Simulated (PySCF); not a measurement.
## How the method moves the HOMO and LUMO of `N[SiH](P)P`

Compound: H7NP2Si.
Numbering: `[NH2:1][SiH:2]([PH2:3])[PH2:4]` (hydrogens: H5, H6 on N1; H7 on Si2; H8, H9 on P3; H10, H11 on P4)

Geometry (PBE0-D3(BJ)/def2-SVP, Å), atoms numbered from 1 in this order:
```xyz
11
H7NP2Si angstrom
N     -0.5079   -1.2899    1.0301
Si    -0.2361   -0.3381   -0.3905
P      2.0085   -0.0970   -0.5335
P     -1.3082    1.6494   -0.2497
H     -1.4518   -1.4167    1.3790
H      0.0500   -2.1248    1.1797
H     -0.6702   -0.9370   -1.6990
H      1.9334    0.7298   -1.6959
H      2.0576    1.0040    0.3759
H     -2.5942    1.0569   -0.0353
H     -1.0335    1.7777    1.1473
```

Basis pcSseg-2 throughout (PySCF), one geometry. The structure is a single PBE0-D3(BJ)/def2-SVP conformer in the gas phase; no vibrational or solvent corrections.

Task: How do the orbital energies, the gap and the dipole change with the method?

Result: 
```
   method                    kind  HOMO (eV)  LUMO (eV)  gap (eV)  μ (D)  SCF cycles
    B97-2           global hybrid      -7.09      -0.06      7.03   1.76          12
     PBE0           global hybrid      -7.32      -0.08      7.24   1.77          12
 mPW1PW91           global hybrid      -7.34      -0.06      7.28   1.77          12
BHandHLYP           global hybrid      -8.24       0.59      8.83   1.76          12
CAM-B3LYP  range-separated hybrid      -8.55       0.74      9.28   1.78          12
  wB97X-D  range-separated hybrid      -9.11       1.59     10.70   1.84          13
  LC-wPBE  range-separated hybrid      -9.87       1.89     11.76   1.87          13
```

The HOMO spans 2.78 eV, from B97-2 down to LC-wPBE, and the gap runs from 7.03 eV (B97-2) to 11.76 eV (LC-wPBE). Over the methods B97-2 (21 %), PBE0 (25 %), mPW1PW91 (25 %), BHandHLYP (50 %), a straight line through the gap against the share of exact exchange rises by 0.63 eV for each 10 % (correlation coefficient 1.000). The dipole ranges from 1.76 D (B97-2) to 1.87 D (LC-wPBE). This basis has no diffuse functions.
